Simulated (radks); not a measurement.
Values are calculated unless marked as measured or tabulated.
Problem. These are the eigenvalues of the occupied orbitals of an atom or ion with whole-number occupations (eV). Code: a radial shooting solver on a logarithmic mesh with Libxc functionals. Model: non-relativistic Kohn-Sham, LDA (Slater exchange, Perdew-Wang correlation), spin-unpolarised, spherical densities, point nucleus.

| orbital | eigenvalue |
|---|---|
| 1s | -908.2426 |
| 2s | -102.6719 |
| 2p | -80.6326 |

Which element is it, and in what charge state? The configuration may be excited.

Solution. Z = 10, neon, charge +3: Ne3+ in [He] 2s2 2p3. The list shows which subshells hold electrons but not how many an open one holds; the 1s level, -33.377 hartree, gives Z - s = 8.2 by -(Z - s)^2/2, which with screening narrows Z to a few neighbours, and the depths of the outer levels then fix element, charge and occupations together.
